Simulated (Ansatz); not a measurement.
Calculated with Ansatz (gas phase, PBE0-D4/def2-TZVP geometries, no zero-point term in ΔE). CCSD(T)/CBS adds triple-zeta CCSD(T) − MP2 to the extrapolated MP2 energy (def2 sets, frozen cores). DFT in def2-TZVPP. HSE06 is defined as in plane-wave codes. Elements past krypton have def2 core potentials. For I outer-core shells are correlated without core-valence functions, which leaves a few kJ/mol of doubt a bond.

`[I][Al]([I])[I]` + `C[SiH2]F` → `[CH3][Al]([I])[I]` + `F[SiH2]I`  (redistribution)

`[I][Al]([I])[I]`:

Z-matrix (Å, degrees):
```
Al
I 1 2.450
I 1 2.450 2 120.0
I 1 2.450 2 120.0 3 -180.0
```

`C[SiH2]F`:

Cartesian coordinates in Å:
```
C 0.540 -0.616 0.546
Si -0.448 0.541 -0.512
F -1.769 0.989 0.280
H -0.037 -1.509 0.796
H 1.442 -0.932 0.015
H 0.846 -0.132 1.477
H 0.315 1.774 -0.831
H -0.889 -0.114 -1.770
```

`[CH3][Al]([I])[I]`:

Z-matrix (Å, degrees):
```
C
Al 1 1.935
H 1 1.091 2 111.7
H 1 1.094 2 110.1 3 121.0
H 1 1.094 2 110.1 3 -121.0
I 2 2.469 1 120.8 3 179.9
I 2 2.469 1 122.1 3 -0.1
```

`F[SiH2]I`:

Z-matrix (Å, degrees):
```
Si
F 1 1.592
I 1 2.422 2 109.3
H 1 1.476 2 108.3 3 -118.6
H 1 1.477 2 108.3 3 118.6
```

```csv
level,ΔE (kcal/mol)
r2SCAN-D4,14.3
PBE0-D4,14.6
HSE06-D4,14.6
BHLYP-D4,15.8
revPBE,13.1
BLYP,12.9
SCS-MP2/def2-TZVPP,15.8
MP2/def2-QZVPP,15.8
```

**Question.** What does CCSD(T)/CBS give? (An estimate is asked.)

**Answer.** Computed: +15.1 kcal/mol. The listed levels differ from it by -0.8, -0.5, -0.5, 0.7, -2.0, -2.2, 0.7, 0.7 kcal/mol.

Largest T1 diagnostic among the species: 0.010.

From BLYP to BHLYP (50 % exact exchange), in def2-TZVPP and without D4, ΔE moves by +2.0 kcal/mol. At CCSD(T), def2-SVP lies +1.9 kcal/mol from the extrapolated value and def2-TZVPP +0.2 kcal/mol. Leaving LDA and LC-ωPBE aside and taking each functional with its dispersion term where it has one, the values, not all of them listed here, spread over 2.3 kcal/mol, from PBE-D4 to BHLYP-D4.
